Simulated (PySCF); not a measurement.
Al(Me)(OH)(SeH) (CH5AlOSe), SMILES [Al]([OH])([SeH])[CH3].

The structure is a stationary point at PBE0-D3(BJ)/def2-SVP. The structure was generated by enumeration; whether it is a known compound was not checked. Other conformers were not sampled.

Two levels are set side by side: PBE/def2-TZVP (PySCF) and M06-2X/def2-TZVP (PySCF). Same geometry, gas phase. Differences are taken from unrounded values.

```csv
quantity,PBE
orbital gap (eV),5.03
highest occupied level (eV),-6.05
lowest empty level (eV),-1.02
dipole moment (D),0.76
mean polarisability (bohr³),70.7
```

Problem. These are the PBE values. What does M06-2X give? (An estimate is asked for; the answer gives what the named calculation found.)

Solution. 
```csv
quantity,M06-2X,PBE minus M06-2X
orbital gap (eV),8.67,-3.64
highest occupied level (eV),-8.30,2.25
lowest empty level (eV),0.37,-1.39
dipole moment (D),0.78,-0.03
mean polarisability (bohr³),66.6,4.1
```

PBE's occupied levels lie high since its potential decays too fast outside the molecule; exact exchange lowers them and widens the gap. Loosely held outer electrons make PBE densities more polarisable. Differences between two approximate levels are no errors against the true value.

Rough cost on one machine, each run with all the roots and properties that it gave: M06-2X against PBE about 3 times.
